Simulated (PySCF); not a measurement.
A geometry optimisation, step by step.

Species: C8H6.
Atom-mapped SMILES: `[CH:1]1=[CH:2][C:3](=[C:4]2[CH:5]=[CH:6]2)[CH:7]=[CH:8]1` (hydrogens: H9 on C1; H10 on C2; H11 on C5; H12 on C6; H13 on C7; H14 on C8)

Computed by this run: PBE0-D3(BJ)/def2-SVP geometry optimisation, gas phase (PySCF 2.14.0); density fitting, grid level 2; the optimiser is geomeTRIC in internal coordinates, started from a GFN2-xTB structure. The frame can shift and turn from step to step; on so coarse a grid that alone can change the energy by a few meV, and forces under 0.02 eV/Å are noise.

Step 0: E = -8374.0148 eV, largest atomic force 2.131 eV/Å
```
atom  x, y, z in Å  |  force x, y, z in eV/Å
C1     -1.348   -0.370    2.063   -0.227   0.157   0.161
C2     -0.377   -0.948    1.321    0.381  -0.079  -0.383
C3      0.014   -0.003    0.290   -0.735   0.146   0.743
C4      0.941   -0.184   -0.650    1.483  -0.291  -1.502
C5      1.954   -0.966   -1.313   -0.949   1.231   0.309
C6      1.708    0.251   -1.790   -0.509  -0.946   1.169
C7     -0.807    1.178    0.487    0.377  -0.065  -0.387
C8     -1.614    0.949    1.545   -0.176  -0.084   0.253
H9     -1.854   -0.804    2.906   -0.240  -0.282   0.448
H10     0.053   -1.925    1.442    0.210  -0.557   0.106
H11     2.504   -1.873   -1.373    0.538  -0.841  -0.087
H12     1.921    1.010   -2.502    0.227   0.689  -0.687
H13    -0.753    2.060   -0.123   -0.004   0.522  -0.318
H14    -2.344    1.624    1.955   -0.375   0.398   0.175
```

Step 1: E = -8374.0975 eV, largest atomic force 0.131 eV/Å
```
atom  x, y, z in Å  |  force x, y, z in eV/Å
C1     -1.310   -0.360    1.156   -0.030  -0.060   0.070
C2     -0.329   -0.943    0.406    0.012  -0.065   0.029
C3      0.055    0.011   -0.620    0.064  -0.018  -0.066
C4      0.998   -0.173   -1.575   -0.007  -0.005   0.019
C5      1.999   -0.951   -2.223    0.063  -0.091  -0.015
C6      1.754    0.264   -2.698    0.038   0.078  -0.099
C7     -0.761    1.198   -0.433   -0.017   0.076  -0.027
C8     -1.578    0.966    0.636   -0.057   0.073   0.019
H9     -1.817   -0.812    2.012    0.016   0.018  -0.030
H10     0.102   -1.937    0.535   -0.011   0.036  -0.010
H11     2.570   -1.878   -2.294   -0.069   0.100   0.016
H12     1.983    1.036   -3.436   -0.032  -0.081   0.089
H13    -0.712    2.098   -1.048    0.003  -0.035   0.019
H14    -2.316    1.661    1.042    0.025  -0.026  -0.013
```

Step 2: E = -8374.0982 eV, largest atomic force 0.026 eV/Å
```
atom  x, y, z in Å  |  force x, y, z in eV/Å
C1     -1.312   -0.361    1.158    0.018  -0.003  -0.018
C2     -0.329   -0.943    0.407   -0.005  -0.016   0.014
C3      0.056    0.010   -0.621   -0.005   0.007   0.001
C4      1.000   -0.173   -1.576   -0.007  -0.004   0.018
C5      2.000   -0.951   -2.224    0.004   0.004  -0.007
C6      1.755    0.264   -2.700    0.005  -0.006  -0.007
C7     -0.760    1.198   -0.433   -0.017   0.011   0.010
C8     -1.579    0.967    0.636    0.009   0.006  -0.014
H9     -1.819   -0.812    2.012    0.001   0.001  -0.002
H10     0.101   -1.936    0.536    0.002  -0.002  -0.002
H11     2.569   -1.876   -2.294   -0.004  -0.001   0.005
H12     1.982    1.034   -3.434   -0.004   0.003   0.005
H13    -0.711    2.097   -1.047    0.002   0.001  -0.002
H14    -2.316    1.662    1.041    0.001   0.000   0.000
```

Step 3: E = -8374.0981 eV, largest atomic force 0.058 eV/Å
```
atom  x, y, z in Å  |  force x, y, z in eV/Å
C1     -1.310   -0.361    1.156   -0.013  -0.011   0.021
C2     -0.328   -0.944    0.405   -0.024   0.053  -0.005
C3      0.055    0.012   -0.621    0.019  -0.011  -0.018
C4      0.999   -0.173   -1.575    0.001   0.012  -0.003
C5      1.999   -0.952   -2.222   -0.006   0.015  -0.004
C6      1.755    0.263   -2.699    0.000  -0.016   0.006
C7     -0.761    1.200   -0.434    0.006  -0.026   0.010
C8     -1.579    0.968    0.636    0.014  -0.016  -0.006
H9     -1.817   -0.812    2.009   -0.006  -0.001   0.007
H10     0.103   -1.936    0.533    0.001   0.000  -0.001
H11     2.567   -1.877   -2.290    0.007  -0.014   0.001
H12     1.982    1.032   -3.433    0.002   0.013  -0.009
H13    -0.712    2.099   -1.047    0.003   0.002  -0.003
H14    -2.317    1.661    1.042   -0.004   0.001   0.004
```

Step 4: E = -8374.0982 eV, largest atomic force under 0.02 eV/Å
```
atom  x, y, z in Å  |  force x, y, z in eV/Å
C1     -1.311   -0.361    1.157    0.005   0.003  -0.008
C2     -0.329   -0.943    0.406    0.000  -0.001   0.002
C3      0.056    0.011   -0.621    0.004  -0.003  -0.006
C4      0.999   -0.173   -1.575    0.001   0.002   0.004
C5      1.999   -0.952   -2.223    0.000   0.003  -0.003
C6      1.755    0.263   -2.699    0.001  -0.006  -0.001
C7     -0.761    1.199   -0.434    0.000  -0.011   0.007
C8     -1.578    0.967    0.636   -0.010   0.010   0.004
H9     -1.818   -0.812    2.011   -0.001   0.001   0.000
H10     0.102   -1.936    0.534    0.001   0.000  -0.001
H11     2.568   -1.877   -2.291    0.000  -0.003   0.002
H12     1.982    1.033   -3.434    0.000   0.003   0.000
H13    -0.711    2.098   -1.048    0.000  -0.001   0.000
H14    -2.316    1.661    1.041   -0.002   0.001   0.001
```

Task: Summarise the path.

Result: The energy falls by 0.0834 eV from step 0 to step 4; nine tenths of that is first reached at step 1. It never rises by more than 0.2 meV. The largest force goes from 2.131 to under 0.02 eV/Å. Among the bonds C5–H11 changes most (a near tie, within 0.001 Å, with another), from 1.063 to 1.088 Å; the atoms move by 0.019 Å rms after alignment.

What follows is the cost of the whole optimisation. Hardware: an Intel Xeon Platinum 8488C with one thread, no GPU, shared host with 96 logical CPUs at a one-minute load of 24. Cost: 37 s wall, 0.71 GiB resident at most.
